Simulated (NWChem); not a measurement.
System: C2H9NSi; SMILES C([SiH3])NC

```xyz
13

C      0.6923    -1.8733     0.1396
N     -0.5197    -1.2531    -0.3341
C     -0.8694     0.0045     0.2989
Si     0.2393     1.5249    -0.0504
H      0.8639    -2.8145    -0.4043
H      0.5860    -2.1321     1.2067
H      1.6134    -1.2574     0.0463
H     -0.4980    -1.1502    -1.3453
H     -1.8965     0.2841     0.0027
H     -0.9226    -0.1493     1.3921
H      0.3288     1.7402    -1.5306
H      1.6326     1.3686     0.4715
H     -0.3574     2.7474     0.5747
```
Atoms are numbered in this order, from 1.

Results from NWChem. Medium grid unless said otherwise, to which SCAN and Minnesota functionals are sensitive. The geometry was optimised at PBE0/def2-SVP. Total energies of different functionals are on different scales.

```tsv
level	energy (Ha)	highest occupied level (eV)	orbital gap (eV)	dipole (D)
PBE/def2-TZVP	-425.5653	-4.82	4.61	0.44
B3LYP/def2-TZVP	-425.9371	-5.93	6.28	0.35
TPSSh/def2-TZVP	-425.9400	-5.41	5.77	0.37
LDA (Slater exchange, VWN5)/def2-TZVP	-423.5137	-4.91	4.48	0.41
M06-2X/def2-TZVP	-425.8107	[?]	[?]	0.33
PBE0/def2-TZVP	-425.6162	-6.13	6.75	0.36
```

Q: Fill in the missing entries.

A: 
- M06-2X/def2-TZVP, highest occupied level (eV): -7.42
- M06-2X/def2-TZVP, orbital gap (eV): 8.70
